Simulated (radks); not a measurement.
These are the eigenvalues of the occupied orbitals of an atom or ion with whole-number occupations (eV). Calculated with a radial shooting solver on a logarithmic mesh with Libxc functionals: non-relativistic Kohn-Sham, LDA (Slater exchange, Perdew-Wang correlation), spin-unpolarised, spherical densities, point nucleus.

1s: -4470.664
2s: -575.6416
2p: -495.5722
3s: -145.9530
3p: -123.9461

Which element is it, and in what charge state? The configuration may be excited.

Answer. Z = 21, scandium, charge +6: Sc6+ in [Ne] 3s2 3p3. The list shows which subshells hold electrons but not how many an open one holds; the 1s level, -164.29 hartree, gives Z - s = 18.1 by -(Z - s)^2/2, which with screening narrows Z to a few neighbours, and the depths of the outer levels then fix element, charge and occupations together.
